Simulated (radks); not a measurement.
Task: These are the eigenvalues of the occupied orbitals of an atom or ion with whole-number occupations (Ry). Calculated with a radial shooting solver on a logarithmic mesh with Libxc functionals: Dirac Kohn-Sham, LDA (Slater exchange, Perdew-Wang correlation), spin-unpolarised, spherical densities, finite nucleus; Fermi nuclear charge, rms radius of each element as measured or else 0.836 A^(1/3) + 0.57 fm.

1s1/2: -7241.753
2s1/2: -1736.440
2p1/2: -1704.647
2p3/2: -1524.210

Which element is it, and in what charge state? The configuration may be excited. Open shells, if any, fill j = l - 1/2 first.

Result: Z = 83, bismuth, charge +75: Bi75+ in [He] 2s2 2p4. The list shows which subshells hold electrons but not how many an open one holds; the 1s level, -3620.9 hartree, gives Z - s = 85.1 by -(Z - s)^2/2, which with screening and relativity narrows Z to a few neighbours, and the depths of the outer levels then fix element, charge and occupations together.
